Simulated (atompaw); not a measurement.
# An all-electron radial function and its pseudo partner (germanium (Ge))

Columns: radius, all-electron u(r) and pseudo u(r) of the 4p shell (level -11.26 eV) of germanium in the configuration [Ar] 3d10 4s2 4p1; PBEsol, scalar-relativistic, PAW (atompaw) scheme, atompaw 4.2.0.5.

| r (bohr) | all-electron | pseudo |
| --- | --- | --- |
| 0.078 | 0.1518 | 0.0024 |
| 0.157 | 0.1300 | 0.0098 |
| 0.235 | -0.0217 | 0.0217 |
| 0.314 | -0.1700 | 0.0385 |
| 0.392 | -0.2581 | 0.0595 |
| 0.471 | -0.2837 | 0.0849 |
| 0.549 | -0.2594 | 0.1138 |
| 0.628 | -0.2013 | 0.1465 |
| 0.706 | -0.1248 | 0.1817 |
| 0.785 | -0.0379 | 0.2199 |
| 0.863 | 0.0501 | 0.2594 |
| 0.942 | 0.1372 | 0.3008 |
| 1.020 | 0.2183 | 0.3423 |
| 1.098 | 0.2931 | 0.3837 |
| 1.177 | 0.3615 | 0.4250 |
| 1.255 | 0.4216 | 0.4643 |
| 1.334 | 0.4750 | 0.5022 |
| 1.412 | 0.5205 | 0.5369 |
| 1.491 | 0.5597 | 0.5688 |
| 1.569 | 0.5921 | 0.5967 |
| 1.648 | 0.6189 | 0.6209 |
| 1.726 | 0.6399 | 0.6406 |
| 1.805 | 0.6560 | 0.6562 |
| 1.883 | 0.6674 | 0.6675 |
| 1.962 | 0.6748 | 0.6748 |
| 2.040 | 0.6783 | 0.6783 |

Q: How many radial nodes do the two functions have?

A: The all-electron 4p function has n − l − 1 = 2; the pseudo-wave has 0, since the states of the same l below it are removed with the core.

Q: Is the pseudo-wave norm-conserving?

A: No, it belongs to a PAW set: the norm inside the radius is not constrained, and the difference is carried by the augmentation charge.
